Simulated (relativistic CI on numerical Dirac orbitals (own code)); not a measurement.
**Calculated levels, Er VIII**

Method of calculation: Dirac-Coulomb-Breit CI, KLI orbitals optimised for each configuration, model QED (radiative potential, 1s self-energy scaled to tabulated hydrogen-like ionisation energies), unscaled Slater integrals (own radial code, finite nucleus).

Configurations in the expansion (outside the closed core [Kr] 4d10): 4f¹⁰5s²5p³, 4f¹²5s5p², 4f¹¹5s²5p6s. The list is cut by size and lacks configurations that can hold low levels.

| No. | Configuration | Term | J | E (cm⁻¹) | % | Next component (%) | Lifetime (s) |
| --- | --- | --- | --- | --- | --- | --- | --- |
| 1 | 4f¹⁰(5I)5p³(4S°) | ⁸I° | 19/2 | 0.0 | 63 | 28 ⁶K° |  |
| 2 | 4f¹⁰(5I)5p³(4S°) | ⁸I° | 17/2 | 1260.0 | 51 | 29 ⁶I° | 1.44e+01 |
| 3 | 4f¹⁰(5I)5p³(4S°) | ⁸I° | 15/2 | 4822.6 | 54 | 22 ⁶I° | 2.87e-01 |
| 4 | 4f¹⁰(5I)5p³(4S°) | ⁸I° | 13/2 | 8231.9 | 57 | 17 ⁶I° | 2.13e-01 |
| 5 | 4f¹⁰(5I)5p³(4S°) | ⁸I° | 11/2 | 11200.7 | 60 | 16 ⁶H° | 2.50e-01 |
| 6 | 4f¹⁰(5I)5p³(4S°) | ⁸I° | 9/2 | 13719.3 | 61 | 20 ⁶H° | 3.58e-01 |
| 7 | 4f¹⁰(5I)5p³(4S°) | ⁶I° | 17/2 | 15702.0 | 41 | 20 ⁶K° | 1.15e-02 |
| 8 | 4f¹⁰(5I)5p³(4S°) | ⁸I° | 7/2 | 15741.1 | 62 | 24 ⁶H° | 6.78e-01 |
| 9 | 4f¹⁰(5I)5p³(4S°) | ⁸I° | 5/2 | 17325.7 | 63 | 28 ⁶H° | 1.74e+00 |
| 10 | 4f¹⁰(5I)5p³(4S°) | ⁶I° | 15/2 | 19048.2 | 25 | 25 ⁴I° | 1.91e-02 |
| 11 | 4f¹⁰(5F)5p³(4S°) | ⁸F° | 13/2 | 20131.4 | 47 | 36 ⁶G° | 4.93e-01 |
| 12 | 4f¹⁰(5I)5p³(2D°) | ⁶G° | 13/2 | 23385.9 | 26 | 21 ⁴H° | 4.38e-02 |
| 13 | 4f¹⁰(5S)5p³(4S°) | ⁸S° | 7/2 | 24955.6 | 46 | 29 ⁶P° | 5.91e+00 |
| 14 | 4f¹⁰(5F)5p³(4S°) | ⁸F° | 11/2 | 25247.3 | 56 | 18 ⁶G° | 2.07e-01 |
| 15 | 4f¹⁰(5I)5p³(4S°) | ⁴I° | 15/2 | 26122.5 | 23 | 19 ⁶I° | 2.03e-02 |
| 16 | 4f¹⁰(5I)5p³(4S°) | ⁶I° | 13/2 | 26366.3 | 27 | 19 ⁴I° | 3.73e-02 |
| 17 | 4f¹⁰(5F)5p³(4S°) | ⁸F° | 9/2 | 26619.9 | 50 | 17 ⁶F° | 2.47e+00 |
| 18 | 4f¹⁰(5F)5p³(4S°) | ⁸F° | 7/2 | 27346.0 | 43 | 15 ⁶D° | 3.47e+00 |
| 19 | 4f¹⁰(5F)5p³(4S°) | ⁸F° | 3/2 | 27447.9 | 44 | 33 ⁶D° | 1.01e+02 |
| 20 | 4f¹⁰(5F)5p³(4S°) | ⁸F° | 5/2 | 27615.6 | 48 | 26 ⁶D° | 3.58e+00 |
| 21 | 4f¹⁰(5F)5p³(4S°) | ⁸F° | 1/2 | 27899.7 | 47 | 39 ⁶D° | 7.16e+01 |
| 22 | 4f¹⁰(5I)5p³(2D°) | ⁶G° | 11/2 | 28440.4 | 25 | 15 ⁶I° | 4.31e-02 |
| 23 | 4f¹⁰(5I)5p³(4S°) | ⁶I° | 11/2 | 30588.6 | 27 | 23 ⁴I° | 6.11e-02 |
| 24 | 4f¹⁰5s²5p³ | ⁶G° | 11/2 | 32608.2 | 15 | 14 ⁶F° | 6.87e-02 |
| 25 | 4f¹⁰(5G)5p³(4S°) | ⁸G° | 15/2 | 32749.1 | 47 | 30 ⁶H° | 2.65e-02 |
| 26 | 4f¹⁰(3K)5p³(4S°) | ⁶K° | 19/2 | 32781.7 | 40 | 32 ⁴L° | 7.58e-03 |
| 27 | 4f¹⁰(5I)5p³(4S°) | ⁶I° | 9/2 | 33112.9 | 38 | 12 ⁶G° | 3.75e-02 |
| 28 | 4f¹⁰(5I)5p³(2P°) | ⁴K° | 13/2 | 33239.0 | 18 | 16 ⁶L° | 5.12e-02 |
| 29 | 4f¹⁰(5I)5p³(4S°) | ⁴I° | 9/2 | 33464.2 | 42 | 27 ⁶K° | 2.47e-01 |
| 30 | 4f¹⁰(5G)5p³(4S°) | ⁸G° | 13/2 | 34627.1 | 34 | 16 ⁶G° | 3.81e-02 |
| 31 | 4f¹⁰(3K)5p³(4S°) | ⁶K° | 17/2 | 35523.3 | 36 | 25 ⁴K° | 8.75e-03 |
| 32 | 4f¹⁰(5G)5p³(4S°) | ⁸G° | 9/2 | 35595.3 | 20 | 14 ⁶F° | 7.44e-02 |
| 33 | 4f¹⁰(5I)5p³(4S°) | ⁶I° | 7/2 | 36088.9 | 62 | 19 ⁴H° | 5.12e-02 |
| 34 | 4f¹⁰(3K)5p³(4S°) | ⁶K° | 15/2 | 36610.6 | 32 | 23 ⁴K° | 1.30e-02 |
| 35 | 4f¹⁰(5G)5p³(4S°) | ⁸G° | 7/2 | 37827.9 | 24 | 13 ⁴D° | 4.52e-02 |
| 36 | 4f¹⁰(3H)5p³(2P°) | ⁴H° | 13/2 | 37987.6 | 19 | 16 ⁶K° | 1.03e-02 |
| 37 | 4f¹⁰(5I)5p³(2P°) | ⁴K° | 11/2 | 38259.1 | 29 | 27 ⁶L° | 1.05e-01 |
| 38 | 4f¹⁰(3F)5p³(4S°) | ⁶F° | 3/2 | 38466.6 | 18 | 15 ⁴D° | 8.76e-02 |
| 39 | 4f¹⁰(5G)5p³(4S°) | ⁸G° | 5/2 | 38605.0 | 32 | 25 ⁶F° | 1.78e-01 |
| 40 | 4f¹⁰(5G)5p³(4S°) | ⁸G° | 7/2 | 38991.8 | 17 | 13 ⁶G° | 3.28e-02 |
| 41 | 4f¹⁰(5F)5p³(4S°) | ⁴F° | 9/2 | 39522.0 | 23 | 20 ⁴G° | 2.54e-02 |
| 42 | 4f¹⁰5s²5p³ | ⁴G° | 11/2 | 39942.4 | 22 | 20 ⁶H° | 8.66e-03 |
| 43 | 4f¹⁰(5G)5p³(2P°) | ⁶F° | 1/2 | 40032.9 | 46 | 37 ⁸G° | 1.22e-01 |
| 44 | 4f¹⁰(5G)5p³(4S°) | ⁸G° | 3/2 | 40358.7 | 20 | 20 ⁶F° | 4.29e-02 |
| 45 | 4f¹⁰(5F)5p³(4S°) | ⁶F° | 11/2 | 40879.0 | 30 | 21 ⁸G° | 2.64e-02 |

Energies count from the lowest computed level; ° marks odd parity; lifetimes are radiative, by E1, M1, E2 decay to levels of this space only. Percentages are summed over parent terms; the parents shown are those of the largest component, closed shells are left out there.

The mean weight of the leading LS term, summed over parents, in these 45 levels is 38 %, and that of the leading jj configuration (from the same eigenvectors) 39 %.

At this charge configurations can still be misplaced by up to about 7 % of their energy. Terms inside the open d or f shell come out 10 to 20 % too wide with unscaled integrals. Levels and lines within the n = 5 or 6 shells can be off by up to 10 % or somewhat more, and those that change n by about 2 %, since core polarisation is missing.

LS names give the leading component of a level, which can be under half, so a name can repeat, a term be missing and a line seem to break the LS rules.
